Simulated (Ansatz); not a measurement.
A search over several starts for the lowest SCF solution of [Ag(NH3)2]+ (AgN₂H₆⁺) at the given spin, in a small basis.

```yaml
crystal:
  periodic: [false, false, false]
  atoms:
    - {symbol: Ag, position_ang: [0.000236, 0.000077, -0.000005]}
    - {symbol: N, position_ang: [-0.003767, -0.014712, 2.122535]}
    - {symbol: H, position_ang: [-0.422432, 0.837629, 2.506725]}
    - {symbol: H, position_ang: [0.944924, -0.083039, 2.502926]}
    - {symbol: H, position_ang: [-0.536092, -0.806878, 2.494609]}
    - {symbol: N, position_ang: [0.003830, 0.014806, -2.122523]}
    - {symbol: H, position_ang: [-0.947310, 0.018220, -2.502878]}
    - {symbol: H, position_ang: [0.479609, -0.807246, -2.506216]}
    - {symbol: H, position_ang: [0.481001, 0.841143, -2.495185]}
basis:
  gaussian: {orbitals: def2-SVP, initial_orbitals: start.molden}
total_charge: 1
hamiltonian: {xc: pbe0, dispersion: d4}
output: {orbitals: {seedname: orbitals}}
```

The file start.molden holds the orbitals of an earlier run on this structure, at another level or in another basis.

```sh
$ ansatz run in.yaml --threads 4 --pin off --events-out ev --progress --plain --max-ram 3916MiB
```

It prints (some lines left out):

```
Functional definition: PBE0
1034 factors; their error is unknown
mean field evaluation 1: about -7066.4387 eV, gradient 1.0e1 eV
mean field evaluation 2: about -7066.6095 eV, gradient 2.1e-1 eV
mean field evaluation 4: about -7066.6972 eV, gradient 8.8e-4 eV
mean field evaluation 8: about -7050.7876 eV, gradient 8.7e1 eV
mean field evaluation 16: about -7066.6972 eV, gradient 3.3e-3 eV
mean field -7066.69721790 eV, -259.6963327785 hartree, gradient 4.7e-6 eV, S^2 0.000000; 1 other end points of the search recorded, 0 dependent functions left out
reference -7066.69725669 eV, -259.6963342038 hartree; 19, 19 occupied and 70, 70 virtual orbitals, 1034 factors
Total energy: -7066.78673769 eV, -259.6996225699 hartree
```

It took 0.8 s on 4 threads of Arm Neoverse V2 on a shared host.

In the def2 sets Ag takes a core potential; there is no spin–orbit coupling.
